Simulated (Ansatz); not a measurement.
```yaml
crystal:
  periodic: [false, false, false]
  atoms:
    - {symbol: C, position_ang: [-1.289903, 2.256464, -0.633009]}
    - {symbol: Al, position_ang: [-0.301660, 0.379529, 0.001190]}
    - {symbol: Si, position_ang: [0.228524, -1.201032, 1.224672]}
    - {symbol: Si, position_ang: [1.257711, -1.414869, -0.649031]}
    - {symbol: H, position_ang: [-0.801206, 2.591350, -1.357574]}
    - {symbol: H, position_ang: [-1.383626, 2.429975, 0.180718]}
    - {symbol: H, position_ang: [-2.183371, 1.907730, -1.035113]}
    - {symbol: H, position_ang: [-0.354366, -2.457514, 2.015496]}
    - {symbol: H, position_ang: [0.881907, -0.289040, 2.530685]}
    - {symbol: H, position_ang: [2.901895, -1.503420, -0.858824]}
    - {symbol: H, position_ang: [0.616945, -2.123879, -1.818636]}
basis:
  gaussian: {orbitals: def2-TZVPD, point_charges: [{charge: -1.00, position_ang: [7.344, -0.293, 0.927]}]}
hamiltonian: {xc: {name: r2SCAN0}}
accuracy: high
scf: {lower_state_search: off}
relax: {f_tol: 0.0001, max_steps: 2}
```

```sh
$ ansatz run in.yaml --threads 2 --pin off --events-out ev --progress --plain --max-ram 4352MiB
```

Output, abridged:

```
Functional definition: r2SCAN0
4160 factors; integrals over basis functions are off by at most 2.2e-9 eV
mean field evaluation 1: about -23485.6232 eV, gradient 6.2e1 eV
mean field evaluation 2: about -23480.9171 eV, gradient 6.7e1 eV
mean field evaluation 4: about -23494.6239 eV, gradient 6.0e0 eV
mean field evaluation 8: about -23494.8515 eV, gradient 2.7e-1 eV
mean field evaluation 16: about -23494.8517 eV, gradient 1.3e-4 eV
mean field -23494.85173805 eV, -863.4198759910 hartree, gradient 4.4e-8 eV, S^2 0.000000; 0 other end points of the search recorded, 0 dependent functions left out
reference -23494.85173964 eV, -863.4198760494 hartree; 27, 27 occupied and 202, 202 virtual orbitals, 4160 factors
relax step   1: F+E_penalty+E_count = -23494.85173805 eV  Δ(F+E_penalty+E_count) = +0.000e0 eV  max|allowed force component| = 1.743e1 eV/Å  Δτ_max = 0.0000 Å  (21 SCF iters, accepted)
4166 factors; integrals over basis functions are off by at most 3.6e-9 eV
mean field evaluation 32: about -23499.2704 eV, gradient 5.0e-4 eV
mean field -23499.27039395 eV, -863.5822586000 hartree, gradient 9.6e-8 eV, S^2 0.000000; 0 other end points of the search recorded, 0 dependent functions left out
reference -23499.27039555 eV, -863.5822586591 hartree; 27, 27 occupied and 202, 202 virtual orbitals, 4166 factors
relax step   2: F+E_penalty+E_count = -23499.27039395 eV  Δ(F+E_penalty+E_count) = -4.419e0 eV  max|allowed force component| = 3.904e0 eV/Å  Δτ_max = 0.1907 Å  (37 SCF iters, accepted)
Error: geometry relaxation did not converge after 2 steps: max|allowed force component| = 3.90e0 eV/Å (threshold 1.0e-4). Raise `relax.max_steps` over both its present limit and 2, loosen `relax.f_tol`, or start from a geometry closer to equilibrium. Where this run's directory can be resumed (`checkpoint.write`), a resume goes on for up to `relax.max_steps` more
```

Question: What is wrong with this run?

Answer: The relaxation is allowed too few steps for its threshold. The calculation stopped without meeting its thresholds.
